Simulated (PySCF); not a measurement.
CuF, SMILES [F][Cu], multiplicity 1.

Coordinates come from a PBE0-D3(BJ)/def2-TZVPD optimisation. The spin state was assumed, not searched.

Level of theory: PySCF with PBE/def2-TZVPD.

Gas-phase values at a fixed geometry.

* **total energy**: -1740.07405 hartree
* **point group**: C∞v
* **highest occupied level**: -6.05 eV
* **lowest empty level**: -4.14 eV
* **orbital gap**: 1.91 eV
* **dipole moment**: 4.64 D
* **quadrupole, principal values (traceless, Buckingham form, about the centre of nuclear charge)**: -1.20, 0.60, 0.60 D·Å
* **mean static polarisability**: 26.2 bohr³ (3.88 Å³)
* **polarisability, principal values**: 24.8, 24.8, 28.8 bohr³
